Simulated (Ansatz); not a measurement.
Geometry optimisation, RKS PBE0/def2-SVP (Ansatz 0.2.0).

Input:

```yaml
crystal:
  periodic: [false, false, false]
  atoms:
    - { symbol: Cl, position_ang: [-1.8137, 1.2789, -1.7767] }
    - { symbol: Sb, position_ang: [0.3951, 0.5043, -1.7529] }
    - { symbol: "N", position_ang: [0.4368, 0.6142, 0.3232] }
    - { symbol: Ge, position_ang: [1.0725, 2.25824, 0.78288] }
    - { symbol: H, position_ang: [1.0483, 2.1298, -1.9207] }
    - { symbol: H, position_ang: [-0.59345, 0.62996, 0.64404] }
    - { symbol: H, position_ang: [2.58244, 2.33212, 0.27749] }
    - { symbol: H, position_ang: [0.27926, 3.38579, 0.12364] }
    - { symbol: H, position_ang: [1.12741, 2.43082, 2.36619] }
basis:
  gaussian: { orbitals: def2-SVP }
hamiltonian:
  xc: pbe0
relax:
  f_tol: 0.015
  max_steps: 40
```

Launched with:

```bash
$ ansatz run input.yaml --threads 2 --pin off --max-ram 3072MiB --backend cpu --events-out ev --progress --plain --runs-dir out
```

**Question.** Where does it end, and by what steps?

**Answer.** The run converged. The force dipped under the threshold on the way, but the program's further checks kept it going. After 24 steps the energy has fallen by 0.566 eV; H5 moved furthest, 1.14 Å. Parted: Sb2–Ge4.

```csv
step,energy less start (eV),largest force component (eV/Å),accepted
0,0.0000,1.948,yes
1,-0.2737,1.233,yes
2,-0.3606,0.738,yes
3,-0.4226,1.160,yes
4,-0.4712,0.839,yes
5,-0.5225,0.259,yes
6,-0.5394,0.040,yes
7,-0.5359,0.281,no
8,-0.5428,0.022,yes
9,-0.5465,0.047,yes
10,-0.5473,0.189,yes
11,-0.5501,0.103,yes
12,-0.5553,0.081,yes
13,-0.5498,0.266,no
14,-0.5525,0.184,no
15,-0.5580,0.019,yes
16,-0.5609,0.071,yes
17,-0.5600,0.215,no
18,-0.5616,0.189,yes
19,-0.5644,0.054,yes
20,-0.5651,0.064,yes
21,-0.5656,0.050,yes
22,-0.5661,0.016,yes
23,-0.5662,0.014,yes
24,-0.5662,0.010,yes
```

```xyz
9
Properties=species:S:1:pos:R:3
Cl -1.409 2.074 -2.354
Sb 0.013 0.266 -1.638
N 0.367 0.791 0.284
Ge 0.962 2.438 0.885
H 1.427 1.083 -2.180
H -0.257 0.311 0.931
H 1.998 2.912 -0.144
H -0.177 3.469 1.017
H 1.611 2.220 2.266
```

Run time: 2.9 min on 2 threads of Intel(R) Xeon(R) Platinum 8259CL CPU @ 2.50GHz (Skylake/Cascade Lake), on a shared host, peak memory 0.34 GiB.
